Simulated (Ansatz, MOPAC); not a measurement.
System: HgCl2, net charge 0, singlet state. SMILES: [Cl][Hg][Cl]

Atoms: Hg1, Cl2, Cl3. Bonds: Hg1-Cl2, Hg1-Cl3.

Bond lengths (Å) and angles (degrees) optimised at AM1 with MOPAC; PM7 with MOPAC; HF/6-31G* with LANL2DZ past Ar with Ansatz (an electronic-structure program); PBE/6-31G* with LANL2DZ past Ar with Ansatz; B3LYP/6-31G* with LANL2DZ past Ar with Ansatz; MP2/6-31G* with LANL2DZ past Ar with Ansatz, each started from the B3LYP-D3(BJ)/def2-TZVP structure (Ansatz) of the last column. A row stands for all coordinates that are equal there. 6-31G* holds six Cartesian d functions. No wavenumbers were computed at PBE/6-31G* with LANL2DZ past Ar, MP2/6-31G* with LANL2DZ past Ar, so these may be saddle points.

```json
[
 {"coordinate": "Hg1-Cl2", "AM1": "2.239", "PM7": "2.249", "HF/6-31G* with LANL2DZ past Ar": "2.339", "PBE/6-31G* with LANL2DZ past Ar": "2.409", "B3LYP/6-31G* with LANL2DZ past Ar": "2.400", "MP2/6-31G* with LANL2DZ past Ar": "2.338", "B3LYP-D3(BJ)/def2-TZVP": "2.285"},
 {"coordinate": "Cl2-Hg1-Cl3", "AM1": "180.0", "PM7": "180.0", "HF/6-31G* with LANL2DZ past Ar": "180.0", "PBE/6-31G* with LANL2DZ past Ar": "180.0", "B3LYP/6-31G* with LANL2DZ past Ar": "180.0", "MP2/6-31G* with LANL2DZ past Ar": "180.0", "B3LYP-D3(BJ)/def2-TZVP": "180.0"}
]
```

Mean signed difference of all 2 bond lengths from B3LYP-D3(BJ)/def2-TZVP: AM1 -0.046 Å, PM7 -0.036 Å, HF/6-31G* with LANL2DZ past Ar 0.054 Å, PBE/6-31G* with LANL2DZ past Ar 0.124 Å, B3LYP/6-31G* with LANL2DZ past Ar 0.116 Å, MP2/6-31G* with LANL2DZ past Ar 0.054 Å.
